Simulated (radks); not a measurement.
Results of a calculation; reference values are marked as such.
Task: Br3+, 32 electrons, occupied as [Ar] 3d10 4s2 4p2 (the NIST ground configuration). Level of theory: Dirac Kohn-Sham, PBE, spin-unpolarised, spherical densities, finite nucleus; open shells are shared between the two j in proportion to 2j + 1; Fermi nuclear charge, rms radius 4.1629 fm (a radial shooting solver on a logarithmic mesh with Libxc functionals). Some entries of the table are withheld. Estimate them.

orbital      occ.  eigenvalue (hartree)  <r^2> (bohr^2)
1s1/2           2             -490.6996        0.002461
2s1/2           2                   (1)         0.04230
2p1/2           2                   (2)             (3)
2p3/2           4                   (4)             (5)
3s1/2           2             -10.15821          0.3493
3p1/2           2              -7.95574          0.3628
3p3/2           4              -7.70417          0.3763
3d3/2           4              -3.88372          0.4233
3d5/2           6              -3.84361          0.4290
4s1/2           2              -1.99158           2.708
4p1/2    0.666667              -1.48381             (6)
4p3/2     1.33333              -1.45693             (7)
4d3/2           0              -0.77036           7.110
4d5/2           0              -0.76783           7.159
5s1/2           0              -0.71214           13.66

Result: 
(1) 2s1/2 eigenvalue (hartree): -65.08584
(2) 2p1/2 eigenvalue (hartree): -58.75466
(3) 2p1/2 <r^2> (bohr^2): 0.03251
(4) 2p3/2 eigenvalue (hartree): -57.00856
(5) 2p3/2 <r^2> (bohr^2): 0.03396
(6) 4p1/2 <r^2> (bohr^2): 3.481
(7) 4p3/2 <r^2> (bohr^2): 3.585
